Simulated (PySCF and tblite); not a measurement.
Results of a calculation; reference values are marked as such.
C4H7FO2, numbered as in [F:1][CH:2]1[CH2:3][O:4][CH2:5][O:6][CH2:7]1.

Conformers came from 90 starts (ETKDG and KDG, MMFF94s, GFN2-xTB); geometries are PBE0-D3(BJ)/def2-SVP. Free energies are PBE0-D3(BJ)/def2-TZVP single points with GFN2-xTB rigid-rotor and vibrational terms (modes under about 100 cm⁻¹ blended into free rotors). Symmetry numbers and mirror images are counted. Conformers within 4 kcal/mol (GFN2-xTB free energy) were kept, 5 at most. (PySCF 2.14, tblite 0.8.)

The 6-ring runs over atoms 2–3–4–5–6–7. Of a mirror pair one member is shown.

```tsv
conformer	shape	symmetry	dipole D
1	6-ring twist-boat (ring torsions 66, -35, -32, 69, -34, -28°)	C1 (pair)	1.25
2	6-ring chair (all substituents equatorial)	Cs	0.74
3	6-ring chair (F1 axial)	Cs	3.00
```

(1) Which of these conformers is the most populated at 298.15 K, and with what share?

(2) Give the DFT energies and free energies relative to the lowest, and all weights.

(3) How does its share change from 220 K to 380 K?

Results:

(1) Conformer 2, about 58 %. The lead over the next is within the error of the method.

(2) 
| conformer | shape | E(DFT) kcal/mol | G(298.15 K) kcal/mol | weight % |
| --- | --- | --- | --- | --- |
| 1 | 6-ring twist-boat (ring torsions 66, -35, -32, 69, -34, -28°) | 4.05 | 3.21 | 0.3 |
| 2 | 6-ring chair (all substituents equatorial) | 0.00 | 0.00 | 57.9 |
| 3 | 6-ring chair (F1 axial) | 0.32 | 0.19 | 41.9 |

(3) From 61 % to 56 %; the mixing entropy goes from 1.33 to 1.47 cal/(mol K).
